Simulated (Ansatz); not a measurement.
The cluster As5⁺, relaxed as a singlet with RKS PBE-D4/def2-SVP in Ansatz, starting from the GFN1-xTB geometry. Force threshold 0.02 eV/Å.

The structure comes from a short search, and lower isomers may exist.

Start:

Cartesian coordinates in Å:
```
As 0.792 -0.958 1.194
As 0.776 -0.982 -1.188
As 0.821 1.229 -0.014
As -1.202 0.342 -1.187
As -1.188 0.369 1.196
```

| step | energy (eV) | largest force component (eV/Å) | SCF passes |
| --- | --- | --- | --- |
| 1 | -304120.3777 | 1.505 | 18 |
| 2 | -304120.5763 | 0.141 | 19 |
| 3 | -304120.5779 | 0.015 | 21 |

Force components are those of the run's own axes.

End:

Cartesian coordinates in Å:
```
As 0.814 -0.989 1.231
As 0.799 -1.013 -1.223
As 0.853 1.275 -0.017
As -1.240 0.351 -1.222
As -1.226 0.376 1.232
```

By distances, no bond broke or formed. The bond that changes most is As3–As5, from 2.50 to 2.59 Å (atoms count from 1).

No frequencies were taken in this run, so the end may be a saddle point.

Run time 5.5 s (4 threads of Arm Neoverse V2 on a shared host).
